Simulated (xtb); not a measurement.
Cl3Ti, doublet, geometry from GFN2-xTB (such geometries of metal compounds can be far from the true shape); GFN2-xTB (xtb 6.7.1).

Here is a job for xtb.
```
$ xtb mol.xyz --gfn 2 --uhf 1 --opt --json

# file mol.xyz
4

Ti    -0.07313286    -0.25894649    -0.17957005
Cl     2.02625162    -0.11980684    -0.40106979
Cl    -0.74536583    -0.82514572     1.74484115
Cl    -1.18624328     1.28005978    -1.11138659
```

Output, abridged:

```
   ID    Z sym.   atoms
    1   22 Ti     1
    2   17 Cl     2-4

           -------------------------------------------------
          |                Calculation Setup                |
           -------------------------------------------------

           -------------------------------------------------
          |                 G F N 2 - x T B                 |
           -------------------------------------------------

          ...................................................
          :                      SETUP                      :
          :.................................................:
          :  # basis functions                  40          :
          :  # atomic orbitals                  36          :
          :  # shells                           12          :
          :  # electrons                        25          :
          :  max. iterations                   250          :
          :  Hamiltonian                  GFN2-xTB          :
          :  restarted?                      false          :
          :  GBSA solvation                  false          :
          :  PC potential                    false          :
          :  electronic temp.          300.0000000     K    :
          :  accuracy                    1.0000000          :
          :  -> integral cutoff          0.2500000E+02      :
          :  -> integral neglect         0.1000000E-07      :
          :  -> SCF convergence          0.1000000E-05 Eh   :
          :  -> wf. convergence          0.1000000E-03 e    :
          :  Broyden damping             0.4000000          :
          :  net charge                          0          :
          :  unpaired electrons                  1          :
          ...................................................

 iter      E             dE          RMSdq      gap      omega  full diag
   1    -15.3908165 -0.153908E+02  0.545E+00    0.61       0.0  T
   2    -15.4179504 -0.271340E-01  0.296E+00    0.57       1.0  T
   3    -15.4192683 -0.131785E-02  0.165E+00    0.59       1.0  T
   4    -15.4193530 -0.847492E-04  0.253E-01    0.60       1.0  T
   5    -15.4193661 -0.130190E-04  0.133E-01    0.60       1.0  T
   6    -15.4193738 -0.778001E-05  0.678E-02    0.60       1.0  T
   7    -15.4193771 -0.324246E-05  0.176E-02    0.60       2.8  T
   8    -15.4193770  0.852327E-07  0.183E-02    0.60       2.7  T
   9    -15.4193775 -0.520279E-06  0.203E-03    0.60      24.6  T
  10    -15.4193775 -0.264690E-09  0.179E-03    0.60      28.0  T
  11    -15.4193775 -0.666166E-08  0.349E-04    0.60     143.1  T
  12    -15.4193775 -0.721947E-10  0.117E-04    0.60     428.3  T

   *** convergence criteria satisfied after 12 iterations ***

         :::::::::::::::::::::::::::::::::::::::::::::::::::::
         ::                     SUMMARY                     ::
         :::::::::::::::::::::::::::::::::::::::::::::::::::::
         :: total energy             -15.388635425076 Eh    ::
         :: gradient norm              0.000001900353 Eh/a0 ::
         :: HOMO-LUMO gap              0.599516308981 eV    ::
         ::.................................................::
         :: SCC energy               -15.419376239546 Eh    ::
         :: -> isotropic ES            0.032494273992 Eh    ::
         :: -> anisotropic ES          0.000483421736 Eh    ::
         :: -> anisotropic XC         -0.000439734104 Eh    ::
         :: -> dispersion             -0.003961203556 Eh    ::
         :: repulsion energy           0.030740814469 Eh    ::
         :: add. restraining           0.000000000000 Eh    ::
         :: total charge              -0.000000000020 e     ::
         :::::::::::::::::::::::::::::::::::::::::::::::::::::

      -----------------------------------------------------------
     |                   =====================                   |
     |                        A N C O P T                        |
     |                   =====================                   |
     |               Approximate Normal Coordinate               |
     |                Rational Function Optimizer                |
      -----------------------------------------------------------
      -----------------------------------------------------------
     |                   =====================                   |
     |                        A N C O P T                        |
     |                   =====================                   |
     |               Approximate Normal Coordinate               |
     |                Rational Function Optimizer                |
      -----------------------------------------------------------

          ...................................................
          :                      SETUP                      :
          :.................................................:
          :   optimization level            normal          :
          :   max. optcycles                   200          :
          :   ANC micro-cycles                  20          :
          :   degrees of freedom                 6          :
          :.................................................:
          :   RF solver                   davidson          :
          :   write xtbopt.log                true          :
          :   linear?                        false          :
          :   energy convergence         0.5000000E-05 Eh   :
          :   grad. convergence          0.1000000E-02 Eh/α :
          :   maxmium RF displ.          1.0000000          :
          :   Hlow (freq-cutoff)         0.1000000E-01      :
          :   Hmax (freq-cutoff)         5.0000000          :
          :   S6 in model hess.         20.0000000          :
          ...................................................

generating ANC from exact Hessian ...
Using Lindh-Hessian (1995)
 Shifting diagonal of input Hessian by    8.1917615249762991E-003
 Lowest  eigenvalues of input Hessian
[...]
 * total energy  :   -15.3886354 Eh     change       -0.2970602E-10 Eh
   *** GEOMETRY OPTIMIZATION CONVERGED AFTER 1 ITERATIONS ***
[...]
          :  -> wf. convergence          0.1000000E-03 e    :
          :  Broyden damping             0.4000000          :
          :  net charge                          0          :
          :  unpaired electrons                  1          :
          ...................................................

 iter      E             dE          RMSdq      gap      omega  full diag
   1    -15.4193775 -0.154194E+02  0.732E-07    0.60       0.0  T
   2    -15.4193775 -0.888178E-14  0.520E-07    0.60   96108.2  T
   3    -15.4193775  0.355271E-14  0.189E-07    0.60  100000.0  T

   *** convergence criteria satisfied after 3 iterations ***

         :::::::::::::::::::::::::::::::::::::::::::::::::::::
         ::                     SUMMARY                     ::
         :::::::::::::::::::::::::::::::::::::::::::::::::::::
         :: total energy             -15.388635425106 Eh    ::
         :: gradient norm              0.000002057190 Eh/a0 ::
         :: HOMO-LUMO gap              0.599517635666 eV    ::
         ::.................................................::
         :: SCC energy               -15.419376239575 Eh    ::
         :: -> isotropic ES            0.032492718839 Eh    ::
         :: -> anisotropic ES          0.000483413928 Eh    ::
         :: -> anisotropic XC         -0.000439719973 Eh    ::
         :: -> dispersion             -0.003961200291 Eh    ::
         :: repulsion energy           0.030740814469 Eh    ::
         :: add. restraining           0.000000000000 Eh    ::
         :: total charge              -0.000000000020 e     ::
         :::::::::::::::::::::::::::::::::::::::::::::::::::::

           -------------------------------------------------
          |                Property Printout                |
           -------------------------------------------------

    * Orbital Energies and Occupations

         #    Occupation            Energy/Eh            Energy/eV
      -------------------------------------------------------------
         1        2.0000           -1.1069253             -30.1210
         2        2.0000           -1.1069253             -30.1210
         3        2.0000           -1.0908968             -29.6848
         4        2.0000           -0.5591403             -15.2150
         5        2.0000           -0.4873598             -13.2617
         6        2.0000           -0.4678607             -12.7311
         7        2.0000           -0.4678607             -12.7311
         8        2.0000           -0.4592147             -12.4959
         9        2.0000           -0.4592147             -12.4959
        10        2.0000           -0.4565969             -12.4246
        11        2.0000           -0.4565969             -12.4246
        12        2.0000           -0.4515553             -12.2874
        13        1.0000           -0.3536853              -9.6243 (HOMO)
        14        0.0000           -0.3316535              -9.0247 (LUMO)
        15        0.0000           -0.3316535              -9.0247
        16                         -0.2947674              -8.0210
        17                         -0.2947674              -8.0210
        18                         -0.0973295              -2.6485
        19                          0.0043134               0.1174
        20                          0.0077522               0.2109
        21                          0.0077522               0.2109
        22                          0.0082602               0.2248
        23                          0.0090999               0.2476
        24                          0.0090999               0.2476
       ...                                ...                  ...
        36                          0.7934206              21.5901
      -------------------------------------------------------------
                  HL-Gap            0.0220319 Eh            0.5995 eV
             Fermi-level           -0.3728095 Eh          -10.1447 eV

     #   Z          covCN         q      C6AA      α(0)
     1  22 Ti       2.281     0.692   209.077    35.403
     2  17 Cl       0.761    -0.231   106.249    15.767
     3  17 Cl       0.761    -0.231   106.249    15.767
     4  17 Cl       0.761    -0.231   106.249    15.767

 Mol. C6AA /au·bohr⁶  :       1999.475589
 Mol. C8AA /au·bohr⁸  :     123379.221183
 Mol. α(0) /au        :         82.705172

Wiberg/Mayer (AO) data.
largest (>0.10) Wiberg bond orders for each atom

 ---------------------------------------------------------------------------
     #   Z sym  total        # sym  WBO       # sym  WBO       # sym  WBO
 ---------------------------------------------------------------------------
     1  22 Ti   3.643 --     2 Cl   1.214     4 Cl   1.214     3 Cl   1.214
     2  17 Cl   1.347 --     1 Ti   1.214
     3  17 Cl   1.347 --     1 Ti   1.214
     4  17 Cl   1.347 --     1 Ti   1.214
 ---------------------------------------------------------------------------

Topologies differ in total number of bonds
Writing topology from bond orders to xtbtopo.mol

molecular dipole:
                 x           y           z       tot (Debye)
 q only:       -0.137      -0.484      -0.336
   full:       -0.158      -0.561      -0.389       1.780
molecular quadrupole (traceless):
                xx          xy          yy          xz          yz          zz
 q only:       -2.317       1.486       2.524       1.030       3.648      -0.207
  q+dip:       -2.604       1.670       2.837       1.158       4.100      -0.233
   full:       -2.832       1.816       3.084       1.259       4.458      -0.253

optimized geometry written to: xtbopt.xyz

           -------------------------------------------------
          | TOTAL ENERGY              -15.388635425106 Eh   |
          | GRADIENT NORM               0.000002057190 Eh/α |
          | HOMO-LUMO GAP               0.599517635666 eV   |
           -------------------------------------------------

normal termination of xtb
```
